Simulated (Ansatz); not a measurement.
```xyz
18

C     2.298   -0.998    1.131
O     1.114   -0.504    0.591
Ta    0.120    0.782   -0.352
Cl    2.104    2.051   -0.333
Cl   -0.842    2.535   -1.637
O    -1.140    0.982    1.007
C    -1.507    0.461    2.254
O    -0.371   -0.421   -1.692
C    -1.064   -0.585   -2.899
H     2.168   -1.207    2.196
H     2.581   -1.923    0.621
H     3.095   -0.258    1.005
H    -2.514    0.042    2.192
H    -0.808   -0.321    2.564
H    -1.503    1.264    2.995
H    -0.399   -1.043   -3.635
H    -1.922   -1.242   -2.738
H    -1.409    0.384   -3.270
```

Total charge 0; spin multiplicity 1. Ta: def2 effective core potential.

(1) List the CAM-B3LYP/def2-TZVPP orbital energies in eV (Ansatz 0.2.0). (An estimate is asked.)

Results:

(1) Ansatz gave: Occupied: -2763.65, -2763.21, -523.29, -523.16, -523.04, -280.63, -280.40, -280.38, -258.44, -258.01, -197.44, -197.38, -197.35, -197.00, -196.95, -196.94, -78.75, -44.56, -44.38, -44.34, -30.10, -29.82, -29.76, -23.69, -23.25, -21.13, -20.90, -20.85, -15.61, -15.44, -15.33, -15.20, -14.98, -14.91, -14.65, -14.51, -14.44, -12.09, -11.62, -11.53, -11.28, -10.94, -10.81, -10.19, -10.15, -9.98, -9.93, -9.73, -9.37. Lowest empty: -0.50, -0.20, 0.69, 0.77, 1.05, 2.25, 2.39, 2.66.
